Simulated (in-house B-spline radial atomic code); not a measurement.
**RPA and G0W0 on PBE: I VI (I5+)**

Configuration [Kr] 4d10 5s2, mean-field start PBE. Computed with a B-spline radial code for spherical atoms: all electrons, scalar-relativistic (spin-free one-electron X2C), finite nucleus, each spin shell either full or empty, empty states to l = 9 with an (l + 1/2)⁻⁴ tail; G0W0 by contour deformation at full frequency.

Command:
```bash
python run_gw.py task.json out
```
Settings (radii: box in bohr, nucleus in fm):
```
Z                        53
electrons                48
configuration            [Kr] 4d10 5s2
hamiltonian              x2c
method                   pbe,pbe
lmax                     9
rms_radius               4.75
spin_polarised           False
box_radius               10.43
intervals                67
ion_configuration        [Kr] 4d10 5s1
```

Run time, properties included: 11 s on 1 thread of Arm Neoverse N1, with other jobs on the host.

Energies (hartree):

```
                                     term        value
                         mean-field total  -7109.73462
Hartree-Fock functional on these orbitals  -7107.35372
                      direct second order      -4.4511
                    second-order exchange       1.2181
                         SOSEX correction        1.131
```

Task: What is the RPA correlation energy, and what remains with SOSEX?

Result: RPA gives -3.9023 hartree (-2.21 eV per electron); RPA + SOSEX gives -2.7713, and the second-order doubles -3.233 hartree (no singles). SOSEX takes back 29 % of the RPA value.

Quasi-particle levels (eV):

| level | occupied | mean field | Σx - vxc | Σc | QP weight | G0W0 |
| --- | --- | --- | --- | --- | --- | --- |
| 5s | yes | -68.97 | -3.49 | ? | ? | ? |
| 4d | yes | -108.45 | -11.97 | 0.90 | 0.889 | -119.53 |
| 5p | no | -55.51 | 6.47 | -1.81 | 0.958 | -50.84 |

G0W0 = mean field + (Σx - vxc) + Σc, with Σc (partial-wave tail included) taken at the quasi-particle energy. Only the outer levels were computed. Levels of low weight are left out.

Task: Where does G0W0 put 5s?

Result: At -75.11 eV, with Σc = -2.65 eV and a quasi-particle weight of 0.961. The tabulated removal energy is 74.4 ± 0.4 eV (NIST, semi-empirical); the calculation leaves out spin-orbit coupling, Breit and QED terms, and what these don't explain is the method's own error.

Task: What does it cost to remove one electron (to [Kr] 4d10 5s1) by differences of total energies, each species on its own start (correlation terms add to the Hartree-Fock functional)?

Result: PBE 74.94 eV, Hartree-Fock functional 72.22 eV, + RPA 75.08 eV, + RPA + SOSEX 74.45 eV, + second order 76.06 eV. Tabulated: 74.4 ± 0.4 eV (NIST, semi-empirical); the calculation leaves out spin-orbit coupling, Breit and QED terms, and what these don't explain is the method's own error.
